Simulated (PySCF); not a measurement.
SnH2F2, SMILES [F][SnH2][F]. The structure is a stationary point at B3LYP-D3(BJ)/def2-TZVP. The def2 effective core potentials stand for the cores of Sn; spin–orbit coupling is left out.

**Question.** Give the equilibrium geometry at B3LYP-D3(BJ)/def2-TZVP (PySCF confirms it by a frequency run) as a Z-matrix, and its point group. (Estimate from the structure and the level; the computed values follow.)

**Answer.** point group C2v.
```
Sn
F 1 1.9230
F 1 1.9230 2 103.45
H 1 1.6964 2 106.92 3 -112.68
H 1 1.6964 4 123.95 2 124.86
```
Charge 0, spin multiplicity 1.
